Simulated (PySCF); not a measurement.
C5H9O2S (doublet state).
Cartesian coordinates in Å at the GFN2-xTB level; atoms count from 1:
```
atom  x, y, z in Å
C1     1.5240    1.1833   -0.3528
C2     1.6601    0.0370   -1.3647
C3     0.4979   -0.8258   -1.4010
C4    -0.4714   -1.3887   -0.8240
S5    -0.8570   -1.2104    1.0576
C6    -2.0249    0.2106    1.1304
O7     0.3198   -0.8407    1.8053
O8    -1.5773   -2.3864    1.4757
H9     0.6956    1.8339   -0.6249
H10    2.4380    1.7718   -0.3451
H11    1.3525    0.7794    0.6411
H12    1.8353    0.4525   -2.3636
H13    2.5257   -0.5805   -1.1079
H14   -1.2307   -2.0531   -1.1832
H15   -1.5121    1.0767    0.7357
H16   -2.2884    0.3533    2.1705
H17   -2.8941   -0.0478    0.5410
```

The hyperfine couplings belong to this conformer and change with its torsions.

The species is `CC/[C]=C\S(C)(=O)=O` [radical].

Computed with PySCF, UKS B3LYP, pcH-1 on C H O S, non-relativistic, mean-field spin-orbit, GIAO. One conformer (not necessarily the lowest) at the GFN2-xTB geometry, without solvent, vibrations or thermal averaging. Couplings are sensitive to structure, and on GFN2-xTB geometries they can be far from those on DFT ones. Stability of the SCF solution: not tested.

Q: Where do the isotropic ENDOR lines of C3, C1, C6, C4, C2, H14, H12/H13, H9/H10/H11 and H15/H16/H17 fall at 346.7 mT, to first order?

A: For S = 1/2 in fast tumbling each set of equivalent nuclei gives two lines, ν± = |νn ± a/2| to first order, with νn = g_N μN B/h and μN/h = 7.62259 MHz/T.

```
     nuclei  isotope     g_N  νn (MHz)  a_iso (MHz)  lower line (MHz)  upper line (MHz)
         C3      13C  1.4048      3.71       172.45             82.51             89.94
         C1      13C  1.4048      3.71        45.84             19.21             26.63
         C6      13C  1.4048      3.71        23.90              8.24             15.66
         C4      13C  1.4048      3.71       -16.71              4.64             12.07
         C2      13C  1.4048      3.71        -8.69              0.63              8.06
        H14       1H  5.5857     14.76       110.91             40.69             70.22
    H12/H13       1H  5.5857     14.76        45.67              8.07             37.60
 H9/H10/H11       1H  5.5857     14.76         2.09             13.72             15.81
H15/H16/H17       1H  5.5857     14.76        -0.92             14.30             15.22
```

The rows for 13C, of low natural abundance, apply to labelled samples.

Q: Which pairs are centred on the nuclear Larmor frequency, and which on half the coupling?

A: Centred on νn, since |a| < 2νn: H9/H10/H11 and H15/H16/H17. Centred on |a|/2 and split by 2νn: C3, C1, C6, C4, C2, H14 and H12/H13.

Q: At what field would the lower line of C4 fall to zero frequency?

A: Where νn = |a|/2, that is B = 8.35 MHz/(1.4048 × 7.62259 MHz/T) = 780 mT, as far as first order holds there.

Means are taken over nuclei equivalent by connectivity, which assumes that they swap fast. The three 1H nuclei of mean +2.1 MHz run from -3.7 to 13.0 MHz in the frozen geometry. The three 1H nuclei of mean -0.9 MHz run from -3.1 to 3.3 MHz in the frozen geometry. The 1H value of +45.7 MHz is a mean of couplings from 8.6 to 82.8 MHz in this one geometry, not an average over conformers.

The Mulliken spin populations are largest on C3 (+0.87), C4 (-0.18) and S5 (+0.10). C3 is the only atom above +0.15.
